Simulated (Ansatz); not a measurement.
`[NH2][Al]1[SiH2][S]1`, relaxed with RKS PBE-D4/def2-SVP in Ansatz 0.2.0 from a rough embedded geometry. The force threshold is 0.03 eV/Å; the program also tests the step.

Total charge 0; spin multiplicity 1.

Start:

```xyz
8

N     1.873    0.834   -0.700
Al    0.446    0.216    0.326
Si   -1.494   -1.052    0.162
S    -1.597    0.662    1.310
H     2.780    0.638   -0.143
H     1.869    1.914   -0.705
H    -2.311   -0.902   -1.118
H    -1.565   -2.310    0.868
```

(1) By how much does the energy fall, and how many steps does the optimiser take? (An estimate is asked.)

(2) Which bonds change most? (An estimate is asked.)

(3) Give the relaxed structure. (An estimate is asked.)

Results:

(1) Computed: 0.98 eV, in 8 steps.

(2) Computed: Si3–S4 from 2.065 to 2.248 Å; Al2–S4 from 2.311 to 2.195 Å; N1–Al2 from 1.863 to 1.773 Å; Si3–H8 from 1.445 to 1.507 Å.

(3) Computed: 
```xyz
8

N     1.925    1.031   -0.309
Al    0.338    0.308    0.007
Si   -1.464   -1.161    0.069
S    -1.532    0.884    1.002
H     2.684    0.571   -0.816
H     2.210    1.967   -0.011
H    -2.494   -1.337   -1.016
H    -1.667   -2.264    1.075
```
